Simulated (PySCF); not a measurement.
Job file and geometry (Å, from GFN2-xTB) of an NMR shielding run on `FC(P(C)N1CCCC1)(F)F`, C6H11F3NP, GIAO PBE0/pcSseg-1 NMR shielding, non-relativistic, gas phase in PySCF; density fitting, a coarse starting grid and PySCF grid level 2 are the driver's defaults:

```
$ OMP_NUM_THREADS=1 python probes_run.py task.json out

{"job": {"kind": "nmr", "xc": "PBE0", "basis": "pcSseg-1"}, "charge": 0, "multiplicity": 1}
C     -2.234263    -1.147309     0.326955
P     -1.009074     0.097729     0.919677
N      0.033424     0.099438    -0.456304
C      0.752053    -1.141900    -0.721607
C      2.022485    -1.094314     0.137142
C      2.289479     0.409892     0.317438
C      1.107846     1.090989    -0.390982
C     -2.046129     1.574673     0.306123
F     -1.445656     2.758908     0.506243
F     -3.207038     1.625276     0.983857
F     -2.360466     1.519908    -0.995004
H     -1.918427    -2.144779     0.627004
H     -2.329920    -1.092346    -0.757554
H     -3.192461    -0.940291     0.802237
H      1.014072    -1.137844    -1.784437
H      0.134315    -2.015530    -0.521826
H      2.850323    -1.610172    -0.345175
H      1.837350    -1.569358     1.101236
H      3.236984     0.715298    -0.121501
H      2.299591     0.676068     1.373918
H      0.783443     2.000232     0.113837
H      1.371658     1.344817    -1.422125
```

Question: What does the program print?

Answer: 
```
coarse grid: 19280 points
cycle   1  E = -929.8254553380  dE =  1.585e+00  |g| = 9.154e-01  |ddm| = 4.238e+00
cycle   2  E = -929.6657931723  dE =  1.597e-01  |g| = 1.369e+00  |ddm| = 1.255e+00
cycle   3  E = -929.9773496662  dE = -3.116e-01  |g| = 8.051e-02  |ddm| = 8.018e-01
cycle   4  E = -929.9783693759  dE = -1.020e-03  |g| = 4.504e-02  |ddm| = 1.124e-01
cycle   5  E = -929.9787970650  dE = -4.277e-04  |g| = 1.430e-02  |ddm| = 5.013e-02
cycle   6  E = -929.9788376607  dE = -4.060e-05  |g| = 4.165e-03  |ddm| = 1.687e-02
cycle   7  E = -929.9788413444  dE = -3.684e-06  |g| = 7.252e-04  |ddm| = 4.115e-03
final grid: 184072 points
cycle   8  E = -930.0641969923  dE = -7.454e-05  |g| = 1.064e-02  |ddm| = 4.009e-02
cycle   9  E = -930.0641829311  dE =  1.406e-05  |g| = 1.351e-02  |ddm| = 1.908e-02
cycle  10  E = -930.0642240951  dE = -4.116e-05  |g| = 1.031e-03  |ddm| = 1.092e-02
cycle  11  E = -930.0642242572  dE = -1.620e-07  |g| = 4.776e-04  |ddm| = 1.231e-03
cycle  12  E = -930.0642243011  dE = -4.393e-08  |g| = 1.098e-04  |ddm| = 4.730e-04
cycle  13  E = -930.0642243032  dE = -2.039e-09  |g| = 3.715e-05  |ddm| = 1.152e-04
cycle  14  E = -930.0642243034  dE = -2.337e-10  |g| = 6.867e-06  |ddm| = 3.313e-05
converged SCF energy = -930.0642243034

GIAO shielding tensors (ppm)
atom      isotropic    diamagn.    paramagn.     s11        s22        s33       span
  0 C      171.285     255.390     -84.105    152.469    171.101    190.284     37.815
  1 P      265.087     966.739    -701.652    152.739    261.214    381.307    228.568
  2 N      203.138     327.805    -124.666    165.385    196.981    247.050     81.665
  3 C      134.365     246.448    -112.083     96.169    135.990    170.936     74.767
  4 C      159.862     250.820     -90.959    129.614    173.830    176.142     46.528
  5 C      161.378     250.226     -88.848    129.524    176.736    177.873     48.349
  6 C      132.584     247.120    -114.536     95.850    129.915    171.989     76.139
  7 C       45.699     254.445    -208.746     33.669     47.491     55.936     22.268
  8 F      250.384     475.837    -225.453    167.342    249.560    334.250    166.908
  9 F      254.513     472.094    -217.582    167.062    260.662    335.815    168.753
 10 F      260.303     476.159    -215.856    177.243    267.565    336.101    158.858
 11 H       30.252      31.426      -1.174     25.551     28.494     36.710     11.159
 12 H       29.808      32.017      -2.209     26.867     27.976     34.581      7.715
 13 H       30.156      29.303       0.853     24.717     28.706     37.045     12.328
 14 H       28.818      31.298      -2.480     22.175     27.488     36.792     14.617
 15 H       28.791      32.814      -4.023     22.693     30.036     33.644     10.951
 16 H       30.037      29.645       0.392     24.695     27.346     38.070     13.375
 17 H       30.059      30.853      -0.794     25.750     27.619     36.809     11.059
 18 H       30.075      29.541       0.534     24.536     27.556     38.131     13.595
 19 H       29.754      30.304      -0.550     25.230     27.500     36.531     11.301
 20 H       28.194      31.753      -3.559     21.635     29.729     33.217     11.582
 21 H       28.852      31.301      -2.449     22.394     27.733     36.428     14.034
```

Size and cost of the density-fitted run: 249 basis functions, 74 s wall time on 1 thread of an Arm Neoverse V1, shared host; peak memory 1.2 GiB.
